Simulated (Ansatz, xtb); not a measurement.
## Relative energy of two isomers of ClFGeH3Sn

We compare a, `[F][Ge@H]([Cl])[SnH2]`, a doublet, with b, `[F][GeH2][SnH][Cl]`, a doublet. Both are isolated molecules in the gas phase, relaxed with r2SCAN-D4/def2-SVP; the shapes shown needn't be the lowest conformers.

a (Å):

```xyz
7

Cl   -1.0528    2.0131    0.6044
F    -0.6829   -0.7836    1.9469
Ge    0.2845    0.3601    1.0504
Sn    1.0228   -0.8179   -1.1706
H     1.3350    0.8831    2.0458
H    -0.3960   -1.2145   -2.0630
H     1.9688    0.2866   -2.0990
```

b (Å):

```xyz
7

Cl   -1.8638    0.9535   -1.7966
F     2.0052   -0.0516    1.7667
Ge    0.4545   -0.2869    0.9853
Sn    0.3749    1.3783   -1.0730
H    -0.6162    0.0562    2.0325
H     0.4071   -1.7725    0.5780
H     1.3311    0.8575   -2.4309
```

Quicker runs give these differences E(b) − E(a): GFN2-xTB −0.133 eV; HF/STO-3G −0.246 eV (at GFN2-xTB geometries); r2SCAN-D4/def2-SVP//GFN2-xTB −0.190 eV.

Question: Estimate E(b) − E(a) at the level CCSD(T)/def2-SVP + ΔMP2/def2-TZVPP.

Answer: Calculated at CCSD(T)/def2-SVP + ΔMP2/def2-TZVPP: E(b) − E(a) = −0.106 eV, so structure b lies lower.

Level by level:

```
                             level            geometry  E(b) − E(a) (eV)  departure from the last row (eV)  job, with rough time for the two
                          GFN2-xTB            GFN2-xTB              −0.133                            −0.027              optimisation, 0.46 s
                         HF/STO-3G            GFN2-xTB              −0.246                            −0.140               single point, 2.6 s
      r2SCAN-D4/def2-SVP//GFN2-xTB            GFN2-xTB              −0.190                            −0.084                single point, 10 s
                r2SCAN-D4/def2-SVP  r2SCAN-D4/def2-SVP              −0.169                            −0.063             optimisation, 6.3 min
                       HF/def2-SVP  r2SCAN-D4/def2-SVP              −0.178                            −0.072           part of the CCSD(T) run
                      MP2/def2-SVP  r2SCAN-D4/def2-SVP              −0.086                            +0.020           part of the CCSD(T) run
                  CCSD(T)/def2-SVP  r2SCAN-D4/def2-SVP              −0.102                            +0.005                      single point
CCSD(T)/def2-SVP + ΔMP2/def2-TZVPP  r2SCAN-D4/def2-SVP              −0.106                                               single point, 2.5 min
```

As drawn, b has 1 Cl–Sn, 1 Ge–H in place of 1 Cl–Ge, 1 Sn–H.

None of the levels shown reverses the order. The largest departure from CCSD(T)/def2-SVP + ΔMP2/def2-TZVPP is that of HF/STO-3G, 0.140 eV. The last row adds to CCSD(T) the change of the MP2 difference between the two basis sets, here −0.005 eV.

With harmonic frequencies from r2SCAN-D4/def2-SVP (ideal gas, rigid rotor, one conformer each, 298.15 K, 1 atm): on the last row, ΔE + ΔZPE = −0.074 eV. A mode under 50 cm⁻¹ makes harmonic enthalpies and free energies unreliable, so none is given.

Open shells are spin-unrestricted. The correlated steps freeze 19 core orbitals; the filled d shell of Ge and Sn is correlated, in a basis made for valence electrons. Atoms past krypton carry core potentials in the def2 sets, other sets are all-electron and non-relativistic, and no spin–orbit term is included. Run with Ansatz 0.2.0, xtb 6.7.1; the last row on 2 threads of Arm Neoverse V2 on a shared host.
